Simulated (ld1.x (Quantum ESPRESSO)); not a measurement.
**Transferability test, TM semilocal potential for arsenic (As)**

* Element: arsenic (As)
* Generator: ld1.x (Quantum ESPRESSO) 7.5
* Type: norm-conserving Troullier–Martins (semilocal form)
* Functional: LDA (PZ)
* Relativity: scalar-relativistic
* Frozen core: [Ar]
* Valence charge: 15
* Reference configuration: 3d10 4s2 4p2 (charge +1)
* Partial waves: 4s (bound): rc 1.70 bohr; 3d (bound): rc 0.70 bohr; 4p (bound): rc 1.64 bohr
* Local potential: the p channel
* Core correction: none

Energies are relative to the spin-unpolarised reference configuration 3d10 4s2 4p2; without spin polarisation the order of configurations can differ from experiment. Spin-polarised rows fill each open shell by Hund’s rule, majority spin first.

```tsv
valence configuration	charge	ΔE all-electron (eV)	error AE − PS (meV)
3d10 4s2 4p3	0	-9.325	+3.3
3d10 4s2 4p0	+3	46.203	+11
3d10 4s1 4p0	+4	97.316	+53
3d10 4s2 4p2.5	+0.5	-5.689	+1.4
3d9 4s2 4p4	0	30.882	-625
3d10 4s1 4p3	+1	10.162	-0.5
3d10 4s2 4p2 (spin-polarised)	+1	-0.729	+18
3d10 4s2 4p3 (spin-polarised)	0	-10.650	+32
```

(1) What are ΔE and the potential's error for 3d10 4s2 4p1?

Levels in the configuration 3d10 4s2 4p0:

| level | all-electron (eV) | pseudo (eV) |
| --- | --- | --- |
| 3d | -75.270 | -74.950 |
| 4s | -44.862 | -44.831 |

A Bessel basis up to 400 Ry misses an occupied level by 0.04 Ry, so cutoffs and ghosts were not judged.

Results:

(1) ΔE = 18.162 eV all-electron; the error (AE − PS) is +1.0 meV.
